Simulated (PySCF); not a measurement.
SMILES C[Si](C)[Se][Si](C)(C)C (C₅H₁₅SeSi₂), doublet (GFN2-xTB optimised geometry):

```
23

C     -1.140     2.415    -1.809
Si    -1.055     1.789     0.000
C     -2.794     1.934     0.780
Se    -0.534    -0.499     0.000
Si     1.791    -0.499     0.000
C      2.427     1.050    -0.912
C      2.387    -0.493     1.811
C      2.308    -2.094    -0.902
H     -0.183     2.326    -2.311
H     -1.865     1.824    -2.364
H     -1.448     3.455    -1.849
H     -3.123     2.967     0.827
H     -3.511     1.375     0.182
H     -2.808     1.524     1.785
H      2.044     1.957    -0.453
H      2.119     1.044    -1.953
H      3.511     1.089    -0.887
H      1.969    -1.334     2.357
H      3.469    -0.561     1.867
H      2.080     0.416     2.319
H      3.387    -2.206    -0.917
H      1.885    -2.967    -0.414
H      1.955    -2.090    -1.930
```

Computed with unrestricted PBE0/def2-SVP (PySCF 2.14.0).

What are the frontier orbital energies (α orbitals alone; a β orbital can be the lowest empty one) and the dipole moment?

HOMO-2 -8.00 eV, HOMO-1 -6.52 eV, HOMO -5.49 eV, LUMO 0.66 eV, LUMO+1 1.06 eV; dipole moment 1.48 D.

On the same geometry PySCF 2.14.0 with unrestricted PBE/def2-SVP gives HOMO-2 -6.76 eV, HOMO-1 -5.36 eV, HOMO -4.36 eV, LUMO -0.16 eV, LUMO+1 0.20 eV; dipole moment 1.33 D.

Meta-Löwdin charges at PBE0/def2-SVP: C1 -0.53, Si2 0.50, C3 -0.53, Se4 -0.38, Si5 0.81, C6 -0.55, C7 -0.55, C8 -0.55, H9 0.12, H10 0.12, H11 0.12, H12 0.12, H13 0.12, H14 0.12, H15 0.12, H16 0.12, H17 0.12, H18 0.12, H19 0.11, H20 0.12, H21 0.12, H22 0.12, H23 0.12.
